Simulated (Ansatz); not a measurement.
`O[SiH2]N[SiH](O)Cl` at its PBE0-D4/def2-TZVP geometry, where that method's forces vanish. Charge 0, multiplicity 1.

```xyz
12

O     1.0559    0.6379    1.5983
Si    1.6713    0.1965    0.1453
N     0.3572   -0.4417   -0.7868
Si   -1.2250   -0.6585   -0.1894
O    -1.7830    0.6971    0.5559
Cl   -2.4049   -1.1212   -1.8083
H     0.2149    1.1050    1.6002
H     2.7204   -0.8085    0.4360
H     2.2811    1.3285   -0.6045
H     0.5093   -0.6528   -1.7623
H    -1.3643   -1.7150    0.8234
H    -2.0329    1.4329   -0.0077
```

(1) What forces (eV/Å) does r2SCAN-D4/def2-TZVPP give on these atoms in Ansatz? (An estimate is asked.)

Results:

(1) Computed: 
```
O1  -0.005 -0.008  0.053
Si2  0.048  0.000 -0.041
N3   0.037  0.003 -0.001
Si4  0.002 -0.050  0.024
O5  -0.017  0.018  0.065
Cl6 -0.046 -0.023 -0.049
H7  -0.014  0.018  0.001
H8  -0.014  0.023  0.000
H9   0.001 -0.019  0.009
H10  0.008 -0.014 -0.036
H11  0.006  0.027 -0.010
H12 -0.005  0.027 -0.015
```
